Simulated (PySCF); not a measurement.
**Static response to an electric field**

Species: C₂H₁₁NSSi₂.
Geometry (GFN2-xTB, Å), atoms numbered from 1 in this order:
```xyz
17
C2H11NSSi2 angstrom
C     -2.255   -0.488   -0.476
C     -1.314   -0.143    0.674
Si    -0.385    1.494    0.406
S      0.780    1.458   -1.397
Si     1.840   -0.413   -1.330
N      2.475   -0.564    0.262
H     -1.708   -0.549   -1.415
H     -2.745   -1.445   -0.304
H     -3.024    0.274   -0.584
H     -1.887   -0.082    1.601
H     -0.595   -0.953    0.806
H     -1.288    2.613    0.169
H      0.505    1.754    1.538
H      2.772   -0.281   -2.444
H      0.929   -1.538   -1.500
H      2.870    0.252    0.703
H      3.023   -1.377    0.489
```

Level: wB97X-D/def2-SVPD (PySCF), static field, nuclei fixed, core orbitals frozen in the response. The polarisability tensor in these axes (au):

```
x   110.56  -3.90  -7.61
y    -3.90 102.47   2.28
z    -7.61   2.28 100.79
```

Question: Diagonalise the tensor; give its mean and Δα, where Δα² is half the sum of the squared differences of the eigenvalues.

Answer: Principal values 96.63, 100.99 and 116.20 au; mean 104.61 au = 15.50 Å³ = 17.25 × 10⁻⁴⁰ C²·m²/J; Δα = 17.79 au (17 % of the mean).

Question: What is the dipole moment, and where does it point?

Answer: (0.81, -1.70, 1.54) D, 2.43 D in size, pointing from the negative to the positive side. Measured along this direction, the outermost atoms are H12 at the negative end and H17 at the positive end.

Question: Orientational against electronic polarisability at 350 K (dilute gas, rigid molecules)?

Answer: In Gaussian units μ²/3kT = 40.69 Å³ against 15.50 Å³, a ratio of 2.63; the Debye molar polarisation (4π/3)N_A(α + μ²/3kT) is 141.7 cm³/mol, leaving out the vibrational part.

Question: Rayleigh depolarisation ratio (linearly polarised light, static tensor)?

Answer: ρ = 3Δα²/(45ᾱ² + 4Δα²) = 949.6/(492417 + 1266.2) = 0.00192.

Question: Directions of the eigenvectors, and the extent of the frame along each?

Answer: Largest value along (0.83, -0.31, -0.46), where the nuclei span 5.85 Å; middle along (0.29, 0.95, -0.12), 4.21 Å; least along (0.47, -0.03, 0.88), 4.01 Å. The response follows the extents in order.

Question: Sum over states: ᾱ = Σ f/ω², ω in Eh. What share falls to these 8 lowest TDDFT singlets (eV, f)? 6.32, 0.0225; 6.66, 0.0183; 6.70, 0.0146; 6.81, 0.0182; 7.38, 0.0108; 7.43, 0.0273; 7.46, 0.0206; 7.60, 0.0048.

Answer: They add up to 2.10 au, 2.0 % of the 104.61 au; the largest single term is 0.42 au, from the state at 6.32 eV. Terms in order: 0.42, 0.31, 0.24, 0.29, 0.15, 0.37, 0.27, 0.06 au. Higher excitations give the rest. The strengths listed sum to 0.137.

Question: Find the Langevin capture rate constant for NH4+ (18.034 u) meeting this molecule (137.015 u), k = 2.342 × 10⁻⁹ cm³/s × √(α in Å³ / reduced mass in u).

Answer: The reduced mass is 15.94 u, so k = 2.31 × 10⁻⁹ cm³/s. The formula leaves out the permanent dipole, which adds to the capture rate.

The structure is a single GFN2-xTB conformer in the gas phase; no vibrational or solvent corrections.

Note: wB97X-D ran without an empirical dispersion term, which enters the total energy and its gradient alone.
